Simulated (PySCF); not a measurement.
A structure optimised at PBE0-D3(BJ)/def2-SVP, used in a PySCF frequency run:

```xyz
12

C      2.5828     0.5354     0.0000
C      1.3630     0.0126     0.0000
O      0.5243    -0.3429     1.0152
C     -0.4097    -0.7173     0.0000
Si    -2.0005     0.3558     0.0000
O      0.5243    -0.3429    -1.0152
H      3.0771     0.7457    -0.9465
H      3.0771     0.7457     0.9465
H     -0.5889    -1.8093     0.0000
H     -2.7902     0.0274     1.2218
H     -2.7902     0.0274    -1.2218
H     -1.5832     1.7846     0.0000
```

Question: Write its SMILES, formula and point group.

Answer: C=C1OC([SiH3])O1, C3H6O2Si, Cs

Question: What are its rotational constants (standard atomic weights)?

Answer: 8.1101, 1.7558, 1.6784 GHz
